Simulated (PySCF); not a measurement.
WO2(OiPr)2, C6H14O4W (singlet state).
Cartesian coordinates in Å at the PBE0-D3(BJ)/def2-SVP level; atoms count from 1:
```xyz
25
C6H14O4W angstrom
W      0.389    0.007    0.226
O      0.548   -0.523    1.845
O      1.936    0.559   -0.254
O     -0.841    1.408    0.123
C     -0.960    2.809    0.340
C     -0.123    3.556   -0.679
C     -0.599    3.139    1.775
H     -2.028    3.035    0.174
H      0.946    3.324   -0.548
H     -0.258    4.642   -0.566
H     -0.415    3.276   -1.701
H     -1.205    2.548    2.477
H      0.465    2.923    1.968
H     -0.771    4.206    1.979
O     -0.147   -1.409   -0.866
C     -0.002   -2.814   -1.030
C     -0.753   -3.536    0.070
C      1.469   -3.176   -1.093
H     -0.470   -3.039   -2.005
H     -0.313   -3.305    1.053
H     -0.707   -4.625   -0.082
H     -1.810   -3.232    0.082
H      1.981   -2.596   -1.874
H      1.961   -2.969   -0.128
H      1.594   -4.245   -1.317
```

Method used: PySCF 2.14.0, PBE0-D3(BJ)/def2-SVP geometry optimisation, gas phase, def2 core potentials past Kr.

Which atoms are bound to W1, and at what distances?

4 atoms: O3 1.711 Å, O2 1.711 Å, O15 1.867 Å, O4 1.867 Å. The nearest atom not counted as bound is C5, at 3.11 Å (others tie with it).

List the angles at W1.

```json
{"angle": "O4–W1–O15", "degrees": "110.4", "distance of the outer atoms (Å)": "3.06"}
{"angle": "O2–W1–O4", "degrees": "110.2", "distance of the outer atoms (Å)": "2.94"}
{"angle": "O2–W1–O15", "degrees": "110.2", "distance of the outer atoms (Å)": "2.94"}
{"angle": "O3–W1–O15", "degrees": "109.9", "distance of the outer atoms (Å)": "2.93"}
{"angle": "O3–W1–O4", "degrees": "109.8", "distance of the outer atoms (Å)": "2.93"}
{"angle": "O2–W1–O3", "degrees": "106.3", "distance of the outer atoms (Å)": "2.74"}
```

What is the shape at W1?

Tetrahedral: angles from 106.3° to 110.4°; τ4 = (360° − α − β)/141° = 0.99 with α and β the two widest (0 for a square, 1 for a tetrahedron). The W–O distances aren't all alike: 1.711 to 1.867 Å.

What are the other bond lengths?

O4–C5, O15–C16 1.422 Å; C5–C6 and 3 like bonds 1.516 Å. (A selection.)

Give some angles away from the centre.

W1–O4–C5 141.8°, O4–C5–C6 109.7°, C6–C5–C7 113.4°.

Point group: near C2, missed by 0.16 Å at most; the miss may be what the optimiser left on a soft mode. Charge 0, singlet. Whether it is a minimum is left open (no frequencies).

Time: 4.5 min wall, 11 min CPU; peak memory 1.4 GiB. Hardware: 2 threads of an Intel Xeon 6975P-C, no GPU, shared host with 192 logical CPUs at a one-minute load of 77. That covers the optimisation of the geometry.
